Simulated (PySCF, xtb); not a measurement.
BH3, SMILES B.

Harmonic wavenumbers (cm⁻¹) from GFN2-xTB (xtb 6.7.1) at its own minimum, in rising order: 884, 1166, 1166, 2658, 2731, 2732.

Question: What does PBE-D3(BJ)/def2-TZVPD (PySCF) give at its own minimum? (Estimate from the structure and the level; the computed values follow.)

Answer: 1123, 1153, 1153, 2501, 2638, 2639. Paired by order, the mean absolute difference is 101 cm⁻¹ and the zero-point energies are 16.2 and 16.0 kcal/mol.
